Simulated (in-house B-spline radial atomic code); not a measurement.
**RPA and G0W0 on PBE: Sb³⁺**

Configuration [Kr] 4d10 5s2, mean-field start PBE. Computed with a B-spline radial code for spherical atoms: all electrons, non-relativistic, point nucleus, each spin shell either full or empty, empty states to l = 9 with an (l + 1/2)⁻⁴ tail; G0W0 by contour deformation at full frequency.

Without relativity these are model numbers: it shifts the levels of so heavy an element strongly and can reorder them.

Command:
```bash
python run_gw.py task.json out
```
Settings (radii: box in bohr, nucleus in fm):
```
Z                        51
electrons                48
configuration            [Kr] 4d10 5s2
hamiltonian              nr
method                   pbe,pbe
lmax                     9
spin_polarised           False
box_radius               14.14
intervals                53
ion_configuration        [Kr] 4d10 5s1
```

Time taken, with all properties: 4.2 s on 1 thread of AMD EPYC 7R13 Processor, with other jobs on the host.

Energies (hartree):

| term | value |
| --- | --- |
| mean-field total | -6313.60600 |
| Hartree-Fock functional on these orbitals | -6311.66922 |
| direct second order | -4.3365 |
| second-order exchange | 1.1877 |
| SOSEX correction | 1.0931 |

(1) What is the RPA correlation energy, and what remains with SOSEX?

Quasi-particle levels (eV):

```tsv
level	occupied	mean field	Σx - vxc	Σc	QP weight	G0W0
5s	yes	-37.46	-2.85	?	?	?
4d	yes	-64.29	-10.57	1.37	0.892	-73.48
5p	no	-28.712	5.33	-1.65	0.943	-25.038
```

G0W0 = mean field + (Σx - vxc) + Σc, with Σc (partial-wave tail included) taken at the quasi-particle energy. Only the outer levels were computed. Levels of low weight are left out.

(2) Where does G0W0 put 5s?

(3) What does it cost to remove one electron (to [Kr] 4d10 5s1) by differences of total energies, each species on its own start (correlation terms add to the Hartree-Fock functional)?

## Answers

(1) RPA gives -3.7664 hartree (-2.14 eV per electron); RPA + SOSEX gives -2.6733, and the second-order doubles -3.1488 hartree (no singles). SOSEX takes back 29 % of the RPA value.

(2) At -42.63 eV, with Σc = -2.31 eV and a quasi-particle weight of 0.946. The tabulated removal energy is 43.804 ± 0.025 eV (NIST, measured); the calculation leaves out relativity, Breit and QED terms, and what these don't explain is the method's own error.

(3) PBE 42.38 eV, Hartree-Fock functional 40.08 eV, + RPA 42.66 eV, + RPA + SOSEX 42.07 eV, + second order 43.68 eV. Tabulated: 43.804 ± 0.025 eV (NIST, measured); the calculation leaves out relativity, Breit and QED terms, and what these don't explain is the method's own error.
